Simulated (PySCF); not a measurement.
Working out the ionisation energy of Zr

Zr [Kr] 4d2 5s2 (3F) → Zr⁺ [Kr] 4d2 5s1 (4F). Computed with PySCF 2.14 in aug-cc-pVTZ-DK (9s8p6d3f2g, 102 functions), with scalar relativity by spin-free X2C-1e. Frozen: [Kr]. Energies in hartree (1 hartree = 27.21139 eV):

```
            part    Zr (lower)   Zr⁺ (upper)
             UHF  -3596.091238  -3595.900724
CCSD correlation     -0.058535     -0.015962
             (T)     -0.003184     -0.000149
```

**Question.** What does Hartree-Fock give?

**Answer.** (-3595.900724) − (-3596.091238) = 0.190514 hartree = 5.184 eV.

**Question.** What do CCSD and CCSD(T) give?

**Answer.** The CCSD correlation energies differ by 0.042573 hartree = 1.158 eV and the triples by 0.003035 hartree = 0.083 eV, so CCSD gives 6.342 eV and CCSD(T) 6.425 eV.

Measured between the centres of the two terms (NIST): 6.639 eV, so CCSD(T) (valence) is off by -0.214 eV.

The coupled-cluster amplitudes are large, so a single reference is strained.

What remains against the reference includes basis incompleteness, the frozen core and higher excitations.
